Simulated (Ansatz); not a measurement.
Start from `NB[SiH2]O` and change one atom or group to get `NB[SiH2]N`.

Ansatz, PBE0-D4/def2-TZVP geometries, multiplicity 1. Each molecule was computed in one conformer, which needn't be the lowest.

| property | `NB[SiH2]O` |
| --- | --- |
| HOMO–LUMO gap (PBE0/def2-TZVPP) / eV | 6.76 |
| LUMO energy (B3LYP/def2-TZVPP) / eV | -0.90 |
| HOMO energy (PBE0/def2-TZVPP) / eV | -7.46 |
| HOMO energy (B3LYP/def2-TZVPP) / eV | -7.27 |
| zero-point energy (PBE0-D4/def2-TZVP) / kJ/mol | 187.8 |
| LUMO energy (PBE/def2-TZVPP) / eV | -1.62 |

Problem. What does the change do to each property? (Estimate.)

Solution. Ansatz gave: 
| property | `NB[SiH2]N` | shift |
| --- | --- | --- |
| HOMO–LUMO gap (PBE0/def2-TZVPP) / eV | 6.05 | -0.71 |
| LUMO energy (B3LYP/def2-TZVPP) / eV | -0.78 | 0.12 |
| HOMO energy (PBE0/def2-TZVPP) / eV | -6.63 | 0.83 |
| HOMO energy (B3LYP/def2-TZVPP) / eV | -6.42 | 0.85 |
| zero-point energy (PBE0-D4/def2-TZVP) / kJ/mol | 218.5 | 30.7 |
| LUMO energy (PBE/def2-TZVPP) / eV | -1.48 | 0.14 |

With PBE0 the HOMO rises by 0.83 eV and the LUMO rises by 0.12 eV, so the gap narrows by about 0.71 eV. PBE moves the HOMO by 0.83 eV and ωB97M-V by 0.78 eV. The zero-point energy changes by 30.7 kJ/mol with +3 modes.

B3LYP here is the variant with VWN-RPA as its local correlation; programs differ in this.
